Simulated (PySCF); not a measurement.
Relaxation of triplet HMo(OH)

Method: UPBE0 in PySCF with Mo def2-TZVP with ECP28, H def2-TZVP, O def2-TZVP; scalar-relativistic core potentials, no spin–orbit coupling; density-fitted integrals. A (50,194) grid was used.

A hand-made linear (heavy-atom frame) start, of Cs symmetry, held to at least that symmetry:

```xyz
4
charge 0 multiplicity 3, angstrom
Mo   -0.0064    0.0000    0.2854
H    -0.0064    0.0000    1.9854
O    -0.0064    0.0000   -1.7246
H     0.7290    0.0000   -2.3417
```

Optimiser trace:
```
step  E − E(last) (kJ/mol)  largest gradient (Eh/bohr)
   0                 66.15                     0.05608
   1                 53.26                     0.02733
   2                 47.05                     0.00886
   3                 44.47                     0.00998
   4                 42.71                     0.01924
   5                 40.14                     0.01092
   6                 38.23                     0.00736
   7                 25.45                     0.01478
   8                 17.58                     0.01691
   9                 11.24                     0.01056
  10                  6.62                     0.01365
  11                  4.15                     0.02975
  12                  1.46                     0.00585
  13                  0.53                     0.00335
  14                  0.07                     0.00366
  15                  0.01                     0.00066
  16                  0.00                     0.00022
```

It ends at Cs with Mo–H 1.699 Å, Mo–O 1.820 Å, O–H 0.963 Å; H–Mo–O 119.7°, H–O–Mo 127.3°. A frequency run shows a minimum. Other isomers or separated fragments may lie lower.

Open d and f shells are described by one determinant, and the ground state may have another occupation or spin. At this level a quintet minimum of C1 symmetry lies 118 kJ/mol below this structure.
